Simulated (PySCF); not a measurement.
Species: C6H12O.
Structure used (PBE0-D3(BJ)/def2-TZVP), in Å, numbered top down from 1:
```
atom  x, y, z in Å
O1     2.2695    1.2419    0.5589
C2     0.9476    0.7362    0.5538
C3     0.1651    1.2027   -0.6632
C4    -1.2630    0.6735   -0.6496
C5    -1.2907   -0.8443   -0.5349
C6    -0.5069   -1.3159    0.6818
C7     0.9186   -0.7792    0.6672
H8     2.7349    0.8583   -0.1899
H9     0.4864    1.1646    1.4518
H10    0.6797    0.8411   -1.5647
H11    0.1814    2.2949   -0.7057
H12   -1.7998    1.1081    0.2028
H13   -1.7943    1.0003   -1.5478
H14   -2.3231   -1.2019   -0.4821
H15   -0.8529   -1.2828   -1.4403
H16   -1.0123   -0.9675    1.5910
H17   -0.4971   -2.4082    0.7335
H18    1.4564   -1.1992   -0.1949
H19    1.4648   -1.0858    1.5632
```

Computed with PySCF 2.14.0, PBE0-D3(BJ)/def2-TZVP geometry optimisation, gas phase.

Take the most abundant isotopes and a rigid rotor. The values belong to one conformer with, in the numbering `[OH:1][CH:2]1[CH2:3][CH2:4][CH2:5][CH2:6][CH2:7]1`, H–O1–C2–C3 -65°, O1–C2–C3–C4 -179°, C2–C3–C4–C5 -55°, C3–C4–C5–C6 55°, C4–C5–C6–C7 -55°.

Problem. Give the principal moments of inertia and the rotational constants in cm⁻¹.

Solution. Ia = 116.45, Ib = 225.83, Ic = 310.83 u·Å²; 505379 MHz·u·Å²/I gives 4340, 2238 and 1626 MHz, that is A = 0.14477, B = 0.07465, C = 0.05423 cm⁻¹.

Problem. What kind of rotor is it?

Solution. An asymmetric top: κ = (2 × 2238 − 4340 − 1626)/(4340 − 1626) = -0.55.

Problem. Is it planar, by Δ = Ic − Ia − Ib?

Solution. Not planar: Δ = Ic − Ia − Ib = -31.45 u·Å². For a rigid frame Δ = −2 Σ m c², so Σ m c² = 15.73 u·Å² lies off the ab plane: 11.75 from hydrogen and 3.98 from heavier atoms. The atom farthest from that plane is 1.41 Å away.

Problem. Give the other two planar moments, Paa and Pbb, and the rms extents of the mass along the axes.

Solution. Paa = Σ m a² = (Ib + Ic − Ia)/2 = 210.11 and Pbb = Σ m b² = (Ia + Ic − Ib)/2 = 100.72 u·Å². With the mass M = 100.09 u, the rms extents √(P/M) along a, b and c are 1.45, 1.00, 0.40 Å.

Problem. Which types of transition are allowed, and where do some lines up to J = 3 fall?

Solution. The dipole components are |μa| = 1.47 D, |μb| = 0.07 D, |μc| = 0.96 D. The squared components, which scale the intensities, stand as 1.00 : 0.00 : 0.43 (a : b : c). Some lines, for components of 0.1 D or more:

```csv
type,branch,"J(Ka,Kc)",MHz,lower level (cm⁻¹)
a,Q,"3(2,1) ← 3(2,2)",552,1.095
a,Q,"1(1,0) ← 1(1,1)",612,0.199
c,Q,"3(1,3) ← 3(0,3)",1058,0.755
a,Q,"2(1,1) ← 2(1,2)",1836,0.436
c,Q,"1(1,1) ← 1(0,1)",2102,0.129
a,Q,"3(1,2) ← 3(1,3)",3658,0.790
a,R,"1(0,1) ← 0(0,0)",3864,0.000
c,Q,"3(2,2) ← 3(1,2)",5469,0.912
a,R,"2(1,2) ← 1(1,1)",7116,0.199
a,R,"2(1,1) ← 1(1,0)",8340,0.219
c,R,"2(1,1) ← 1(0,1)",11054,0.129
c,Q,"3(3,1) ← 3(2,1)",11555,1.113
a,R,"3(2,2) ← 2(2,1)",11591,0.708
a,R,"3(2,1) ← 2(2,0)",12028,0.712
c,R,"2(2,0) ← 1(1,0)",14761,0.219
c,R,"2(2,1) ← 1(1,1)",15258,0.199
c,R,"3(2,1) ← 2(1,1)",18449,0.498
c,R,"3(3,0) ← 2(2,0)",23597,0.712
c,R,"3(3,1) ← 2(2,1)",23698,0.708
```

No PBE0-D3(BJ)/def2-TZVP frequencies stand behind this structure, so it isn't proved a minimum. Zero-point vibration and centrifugal distortion are left out.
